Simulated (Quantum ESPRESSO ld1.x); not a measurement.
Valence configurations of Fe II (all share [Ar]). All-electron calculation, non-relativistic Kohn-Sham, LDA (Slater exchange, Perdew-Zunger correlation), spin-polarised, spherical densities, point nucleus; open shells are filled with parallel spins first. Program: ld1.x of Quantum ESPRESSO 7.5. Energies are relative to 3d6 4s1; eigenvalues in eV for spin up.

3d6.5 4s0.5: E (eV) -0.224; moment (Bohr magnetons) 4; e(3d) -15.147; e(4s) -12.115
3d7: E (eV) -0.055; moment (Bohr magnetons) 3; e(3d) -12.809
3d6 4s1: E (eV) 0.000; moment (Bohr magnetons) 5; e(3d) -17.755; e(4s) -13.093
3d6 4s0.5 4p0.5: E (eV) 2.555; moment (Bohr magnetons) 5; e(3d) -18.419; e(4p) -8.384; e(4s) -13.505
3d5.5 4s1 4p0.5: E (eV) 3.427; moment (Bohr magnetons) 6; e(3d) -21.295; e(4p) -9.049; e(4s) -14.456
3d5 4s2: E (eV) 4.068; moment (Bohr magnetons) 5; e(3d) -23.864; e(4s) -14.574
3d6 4p1: E (eV) 5.124; moment (Bohr magnetons) 5; e(3d) -19.069; e(4p) -8.736
3d5 4s1 4p1: E (eV) 7.768; moment (Bohr magnetons) 7; e(3d) -25.066; e(4p) -10.027; e(4s) -15.768
3d5 4s0.5 4p1.5: E (eV) 10.650; moment (Bohr magnetons) 7; e(3d) -25.686; e(4p) -10.329; e(4s) -16.115
3d5 4p2: E (eV) 13.554; moment (Bohr magnetons) 7; e(3d) -26.292; e(4p) -10.616

NIST lists [Ar] 3d6 4s1 as the ground configuration; this level of theory puts 3d6.5 4s0.5 lower, by 0.224 eV. The energies are those of spherical high-spin densities, not of single terms.
